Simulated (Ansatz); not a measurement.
`[OH][Al]([F])[Br]` + H₂S → `[OH][Al]([F])[SH]` + HBr at 298.15 K and 1 bar (ligand exchange at the Al–Br bond).

Computed with Ansatz on PBE0-D4/def2-TZVP structures; ΔE is electronic, products minus reactants. CCSD(T)/CBS adds triple-zeta CCSD(T) − MP2 to the extrapolated MP2 energy (def2 sets, frozen cores). This one scheme is used for every species. For Br outer-core shells are correlated without core-valence functions, which leaves a few kJ/mol of doubt a bond. Scalar relativity is left out up to krypton. One conformer a species, not always the lowest.

| species | CCSD(T)/CBS energy (Eh) | H − E (kJ/mol) | S (J/(mol·K)) |
| --- | --- | --- | --- |
| `[OH][Al]([F])[Br]` | -2991.11301 | 63.0 | 323.1 |
| H₂S | -398.97279 | 49.9 | 205.7 |
| `[OH][Al]([F])[SH]` | -816.14836 | 86.3 | 323.5 |
| HBr | -2573.91920 | 24.6 | 198.6 |

H − E and S are ideal-gas, rigid-rotor, harmonic terms from PBE0-D4/def2-TZVP, for one conformer and one mirror image of each species. 1 Eh = 2625.50 kJ/mol, R = 8.31446 J/(mol·K).

**Question.** By hand: ΔE, ΔH, ΔS and ΔG.

**Answer.** ΔE = (-816.14836) + (-2573.91920) − (-2991.11301) − (-398.97279) = 0.01824 Eh = 47.9 kJ/mol. Δ(H − E) = 86.3 + 24.6 − 63.0 − 49.9 = -2.0, so ΔH = 45.9 kJ/mol. ΔS = 323.5 + 198.6 − 323.1 − 205.7 = -6.7 J/(mol·K). ΔG = 45.9 − 298.15 × (-6.7)/1000 = 47.9 kJ/mol.

**Question.** By hand: the equilibrium constant, and the temperature at which ΔG would vanish if ΔH and ΔS stayed fixed.

**Answer.** log₁₀ K = −ΔG/(RT ln 10) = -8.4. ΔH and −TΔS have one sign here, so there is no such temperature.

The number of gas molecules stays the same, so ΔS is small and ΔH decides. A doubt of 5 kJ/mol in ΔE shifts log₁₀ K by 0.9 here. Other conformers and mirror images would add mixing entropy, several J/(mol·K) or more a flexible species. These are equilibria of isolated gas molecules and say nothing of rates. Largest T1 diagnostic: 0.012 (customary marks: 0.02 for closed shells, 0.045 for open ones).

ΔS is within the doubt of such terms, so its sign, and with it that verdict, could turn.
